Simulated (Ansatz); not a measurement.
Stepwise reaction of `[OH][AlH2]` with hydrogen sulfide, as a gas-phase model of exchange steps in deposition or etching. ΔE in kJ/mol; ΔG adds harmonic PBE0-D4 terms to CCSD(T)/CBS, at 1 bar.

Isolated molecules relaxed with PBE0-D4/def2-TZVP in Ansatz; ΔE leaves out vibrations. CCSD(T)/CBS is the MP2 limit (def2-TZVPP, def2-QZVPP) plus CCSD(T) − MP2 in def2-TZVPP, frozen cores. This one scheme is used for every species. DFT in def2-TZVPP. B3LYP here is the variant with VWN-RPA as its local correlation; programs differ in this. Each species was taken in one conformer, which may not be the lowest.

| step | reaction | PBE-D4 | B3LYP-D4 | ωB97M-V | CCSD(T)/CBS | ΔG(600 K) |
| --- | --- | --- | --- | --- | --- | --- |
| 2 | `[OH][AlH][SH]` + H₂S → `[OH][Al]([SH])[SH]` + H₂ | -92.5 | -88.8 | -88.2 | -92.5 | -82.2 |

Question: Give the row of step 1, `[OH][AlH2]` + H₂S → `[OH][AlH][SH]` + H₂. (Best estimate.)

Answer: Computed: 
```
step                                   reaction  PBE-D4  B3LYP-D4  ωB97M-V  CCSD(T)/CBS  ΔG(600 K)
   1  `[OH][AlH2]` + H₂S → `[OH][AlH][SH]` + H₂  -100.1     -95.3    -95.5        -99.1      -86.8
```

Question: By hand: ΔE of the 2 steps together at CCSD(T)/CBS.

Answer: (-99.1) + (-92.5) = -191.6 kJ/mol, or -95.8 kJ/mol a step.

In ΔE each step is higher than the one before. All are downhill at CCSD(T)/CBS. ΔG lies between -86.8 and -82.2 kJ/mol a step. PBE-D4 differs from CCSD(T)/CBS by -1.0 to 0.0 kJ/mol a step. Isolated molecules leave out the surface, adducts and barriers. Largest T1 diagnostic: 0.012.
